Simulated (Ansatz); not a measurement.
Si₁₆OH₂₈⁺. Charge 1, multiplicity 2. Geometry PBE-D4/def2-SVP; atoms count from 1.

```xyz
45

Si    0.469    3.245   -2.371
Si   -3.896    0.328    0.596
Si   -2.160   -2.721   -0.016
O    -1.206    0.288   -1.700
Si    0.822    2.820    1.602
Si    0.442    0.497    1.778
Si    2.404   -0.748    1.369
Si    3.855    2.253   -0.700
Si    0.396   -3.651    2.932
Si   -2.381    1.383   -0.861
Si   -0.267    1.112   -3.040
Si    1.821    3.415   -0.446
Si   -0.776   -1.473   -1.460
Si   -4.314   -1.818   -0.263
Si   -1.522   -2.518    2.220
Si    3.513   -0.074   -0.602
Si    2.036   -3.082    1.345
H     1.289    3.609   -3.587
H    -0.741    4.137   -2.323
H    -5.061    1.282    0.582
H    -3.271    0.271    1.962
H    -1.991   -4.086   -0.644
H    -0.460    3.580    1.831
H     1.813    3.196    2.673
H    -0.631    0.123    0.775
H    -0.130    0.188    3.138
H     3.305   -0.424    2.536
H     4.496    2.637   -2.008
H     4.740    2.672    0.444
H     0.163   -5.139    3.003
H     0.757   -3.123    4.295
H    -3.066    1.976   -2.061
H    -1.501    2.428   -0.242
H    -1.236    1.094   -4.182
H     0.840    0.128   -3.268
H     2.105    4.899   -0.405
H    -0.904   -1.957   -2.878
H     0.669   -1.386   -1.086
H    -4.726   -1.708   -1.706
H    -5.336   -2.557    0.551
H    -2.737   -2.525    3.114
H     2.692   -0.489   -1.798
H     4.829   -0.804   -0.672
H     1.516   -3.490   -0.012
H     3.340   -3.793    1.586
```

Single mean-field runs in def2-TZVP are fitted with def2-universal-jkfit.

Q: Estimate the Mulliken populations of the heavy atoms from the PBE0/def2-TZVP orbitals of Ansatz.

A: 
```
atom  charge (e)  spin (α − β)
 Si1       -0.06          0.00
 Si2       -0.01          0.00
 Si3       -0.01          0.02
  O4       -0.35          0.00
 Si5       -0.05          0.02
 Si6        0.03          0.01
 Si7       -0.03          0.00
 Si8       -0.02          0.00
 Si9        0.01          0.00
Si10        0.20          0.00
Si11        0.19          0.00
Si12       -0.02          0.00
Si13        0.20          0.00
Si14       -0.01          0.00
Si15       -0.05          0.89
Si16        0.01          0.00
Si17       -0.01          0.00
```
Mulliken values depend strongly on the basis.

Q: Where does the spin sit?

A: Summed by element: Si 0.95, O 0.00, H 0.05, of 1 unpaired in all. Largest on single atoms: Si15 0.89, H30 0.03, H22 0.03.

Q: And the Mayer bond orders between heavy atoms (over 0.3)?

A: Si1–Si11 0.94 (2.35 Å); Si1–Si12 0.94 (2.36 Å); Si2–Si10 0.93 (2.35 Å); Si2–Si14 0.93 (2.35 Å); Si3–Si13 0.93 (2.36 Å); Si3–Si14 0.94 (2.35 Å); Si3–Si15 0.98 (2.33 Å); O4–Si10 0.77 (1.81 Å); O4–Si11 0.73 (1.83 Å); O4–Si13 0.74 (1.83 Å); Si5–Si6 0.93 (2.36 Å); Si5–Si12 0.94 (2.36 Å); Si6–Si7 0.94 (2.36 Å); Si7–Si16 0.93 (2.36 Å); Si7–Si17 0.93 (2.36 Å); Si8–Si12 0.94 (2.36 Å); Si8–Si16 0.95 (2.35 Å); Si9–Si15 0.96 (2.34 Å); Si9–Si17 0.95 (2.35 Å).
